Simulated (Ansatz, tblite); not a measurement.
Adding an electron: the cluster Al3P2⁺ (the lowest singlet isomer of a short search). Charge 1, multiplicity 1. Geometry: PBE-D4/def2-SVP. Ansatz, gas phase; energy differences of separate SCF runs; the reduced species was run as a doublet alone.

```xyz
5

Al   -2.2422   -1.0063   -0.8202
Al    2.3998    0.7908   -1.2825
Al   -1.1191   -0.4309    1.6499
P     1.1500    0.0190    0.9776
P    -0.1885    0.6273   -0.5248
```

The xTB rows come from tblite. The structure comes from a short search, and lower isomers may exist.

| level | −HOMO (eV) | −LUMO (eV) | vertical EA (eV) | HOMO–LUMO gap (eV) |
| --- | --- | --- | --- | --- |
| GFN1-xTB | 13.48 | 12.69 | 9.82 | 0.79 |
| GFN2-xTB | 13.26 | 12.88 | 10.38 | 0.38 |
| PBE-D4/def2-TZVP | 9.40 | 8.50 | 6.29 | 0.91 |
| r2SCAN-D4/def2-TZVP | 9.53 | 8.54 | 6.46 | 0.99 |
| PBE0-D4/def2-TZVP | 10.13 | 7.83 | 6.38 | 2.30 |

  Raw xTB energy differences between charge states are shifted by several eV; the methods need an empirical correction for them.
